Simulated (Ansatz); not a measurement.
# Ligand exchange: SiH(SH)3 + GeH(SH)3 → Si(SH)4 + GeH2(SH)2

Gas-phase species: SiH(SH)3, singlet; GeH(SH)3, singlet; Si(SH)4, singlet; GeH2(SH)2, singlet. The partners trade H for SH: Si–H and Ge–SH bonds give way to Si–SH and Ge–H.

Shapes, held fixed at every level: PBE0-D4/def2-TZVP. Flexible molecules stand in one conformer, not always the lowest. Programs: Ansatz 0.2.0. Electronic energies: no zero-point or thermal term.

(1) Estimate ΔE of this reaction.

Answers

(1) The highest level, CCSD(T)/def2-TZVPP, gives ΔE = -14.2 kJ/mol; the levels span -18.8 to -8.5. The column of differences is taken from that level and isn't an error. No measured value is set beside it here. Relativity is left out for Ge. Outer-core shells of Ge are correlated, in sets that cover them unevenly. Times are processor times on shared x86 and Arm servers, and rough.

```json
{"level": "HF/def2-TZVPP", "kind": "Hartree–Fock", "ΔE (kJ/mol)": "-8.5", "less CCSD(T)/def2-TZVPP": "+5.7", "CPU time (sum over the molecules)": "–"}
{"level": "PBE-D4/def2-TZVPP", "kind": "GGA", "ΔE (kJ/mol)": "-18.8", "less CCSD(T)/def2-TZVPP": "-4.6", "CPU time (sum over the molecules)": "42 s"}
{"level": "r2SCAN-D4/def2-TZVPP", "kind": "meta-GGA", "ΔE (kJ/mol)": "-18.2", "less CCSD(T)/def2-TZVPP": "-4.0", "CPU time (sum over the molecules)": "79 s"}
{"level": "wB97M-V/def2-TZVPP", "kind": "range-separated hybrid", "ΔE (kJ/mol)": "-17.9", "less CCSD(T)/def2-TZVPP": "-3.7", "CPU time (sum over the molecules)": "3 min"}
{"level": "wB97X-V/def2-TZVPP", "kind": "range-separated hybrid", "ΔE (kJ/mol)": "-16.8", "less CCSD(T)/def2-TZVPP": "-2.6", "CPU time (sum over the molecules)": "2.2 min"}
{"level": "B2PLYP/def2-TZVPP", "kind": "double hybrid", "ΔE (kJ/mol)": "-13.8", "less CCSD(T)/def2-TZVPP": "+0.4", "CPU time (sum over the molecules)": "89 s"}
{"level": "CCSD(T)/def2-TZVPP", "kind": "coupled cluster or CI", "ΔE (kJ/mol)": "-14.2", "less CCSD(T)/def2-TZVPP": "0.0", "CPU time (sum over the molecules)": "–"}
```
